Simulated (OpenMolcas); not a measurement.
**Ir III: effect of the active space**

| Item | Value |
| --- | --- |
| Program | OpenMolcas |
| Method | SS-CASPT2 or its RAS form, IPEA 0.25 Eh, imaginary shift 0.1 Eh |
| Basis | ANO-RCC-VTZP |
| Scalar Hamiltonian | DKH2, point nucleus |
| Spin-orbit coupling | RASSI with atomic mean-field integrals over the reference wave functions, term energies averaged over their components |

A. 7 electrons in 5 orbitals (5d); 2S+1 = 4 even, 10 roots; 2S+1 = 2 even, 40 roots; closed shells correlated: 5s 5p; CASPT2 step roughly 13 core-seconds
B. 7 electrons in 6 orbitals (5d 6s); 2S+1 = 6 even, 6 roots; 2S+1 = 4 even, 77 roots (60 in the spin-orbit step); 2S+1 = 2 even, 147 roots (129 in the spin-orbit step); closed shells correlated: 5s 5p; CASPT2 step roughly 60 core-seconds
C. 7 electrons in 9 orbitals (RAS2 5d 6s; RAS3 6p, at most 2 electrons); 2S+1 = 4 even, 84 roots; 2S+1 = 6 even, 6 roots kept (CI in the orbitals of an earlier block); 2S+1 = 2 even, 84 roots kept (CI in the orbitals of an earlier block); 2S+1 = 4 odd, 82 roots (25 in the spin-orbit step); 2S+1 = 8 odd, 3 roots kept (CI in the orbitals of an earlier block); 2S+1 = 6 odd, 18 roots kept (CI in the orbitals of an earlier block, 15 in the spin-orbit step); 2S+1 = 2 odd, 87 roots kept (CI in the orbitals of an earlier block, 0 in the spin-orbit step); closed shells correlated: 5s 5p; CASPT2 step of the order of 2.7 core-minutes
D. 7 electrons in 10 orbitals (5d 6d); 2S+1 = 4 even, 10 roots; 2S+1 = 2 even, 40 roots; closed shells correlated: 5s 5p; CASPT2 step roughly 60 core-minutes

Energies in cm-1 above 5d7 4F 9/2.

```csv
Level,A,B,C,D
5d7 4F 9/2,0.0,0.0,0.0,0.0
5d7 4F 7/2,7650,8010,8030,7580
5d7 4P 5/2 [60 %],14450,12110,12160,13880
5d7 2G 9/2 [56 %],16260,16380,16460,16100
5d7 4P 1/2 [73 %],17820,16090,16040,16900
5d7 2H 11/2,21790,22100,22200,21800
5d7 2G 7/2 [70 %],22010,20930,21140,21710
5d7 2D 5/2(1) [68 %],24960,23910,23950,24750
5d7 2P 1/2 [63 %],29060,27800,27870,28110
5d7 2F 5/2,29850,27440,27780,29350
5d7 2H 9/2 [73 %],29940,29990,30310,29830
5d7 2F 7/2 [57 %],34930,33230,33860,34600
```

Among A to D the level of the table that moves most is 5d7 2F 5/2, by 2400 cm-1 (lowest in B, highest in A). Moves below CASPT2's spread within the term are not significant.

CASPT2 breaks the degeneracy within a term, and the mean is taken; among the terms shown or strongly mixed into the levels shown the widest spread is 670 cm-1 (5d7 2H, A). The CASPT2 spread within a term exceeds the gap to the next term for 5d7 2P and 5d7 2H, 5d7 2H and 5d7 2D(1), so the order of their levels is uncertain (figures for A; the like holds for D). Configurations with an s electron lie low in 5d ions of this charge, fall among these levels and mix in, so low-spin terms can stand far too high, up to twice their true height, and weights are not those of the real levels (holds for A). Some high roots are left out of the spin-orbit mixing, which shifts the levels that they would mix with (holds for B; C). Terms from blocks run as CI alone lack orbitals of their own (holds for C). Configurations are named by rounded mean occupations; where the s occupation lies near a half they are strongly mixed, a name can repeat and a true partner stay unpaired (holds for C). Active for correlation alone: 6d; no level in the range computed is led by a configuration that fills it, so any true level of that kind is missing (holds for D). Levels of configurations outside the active space are missing. Levels that lie high or do not pair safely by name in every column are left out.

A share in square brackets marks a mixed level and gives the weight of the term that names it, the lowest over the columns. A number in round brackets counts repeated terms of one configuration in the order of the reference energies.
